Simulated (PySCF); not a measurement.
SbH2Br, SMILES [Br][SbH2]. Coordinates come from a PBE0-D3(BJ)/def2-TZVP optimisation. The def2 effective core potentials stand for the cores of Sb; spin–orbit coupling is left out.

These are PBE0-D3(BJ)/def2-TZVP run with PySCF values and carry that method's errors.

Harmonic wavenumbers (cm⁻¹): 252, 594, 613, 840, 1956, 1962. Rotational constants (GHz): 86.81, 1.628, 1.627; symmetry number 1.

Question: Work out the zero-point energy and the ideal-gas rigid-rotor harmonic-oscillator thermochemistry at 298.15 K and 1 atm.

Answer: ZPE = ½ Σ hcν = ½ × 6217 cm⁻¹ = 8.89 kcal/mol. H − E(el) = 11.80 kcal/mol. Entropy in cal/(mol K): translation 41.84, rotation 24.75, vibration 2.79, total 69.37. G − E(el) = -8.88 kcal/mol. Cp = 12.37 cal/(mol K).
